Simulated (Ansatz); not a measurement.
Species: SeCl2 (charge +1, doublet). 
Structure (B3LYP-D3(BJ)/def2-TZVP (Ansatz, a program for electronic structure) minimum search):
```xyz
3

Se     0.0027    -0.0049     0.6415
Cl     1.0611     1.2732    -0.6363
Cl    -1.0665    -1.2635    -0.6467
```
Charge +1, spin multiplicity 2.

Basis-set convergence of Hartree-Fock and CCSD(T) correlation energies (hartree) with Ansatz. Cores are frozen in the correlated levels unless marked. UHF or UKS for open shells. No spin-orbit coupling. The frozen core is the preceding noble-gas configuration, with the filled d and f shells of earlier blocks. No relativistic terms.

```csv
basis,functions,E(HF),"E(corr, CCSD(T))"
def2-SVPD,95,-3317.93211,-0.44590
def2-TZVPPD,159,(withheld),(withheld)
```

Q: Some entries are withheld; supply them.

A: 
- def2-TZVPPD, E(HF): -3318.55119
- def2-TZVPPD, E(corr, CCSD(T)): -0.57888
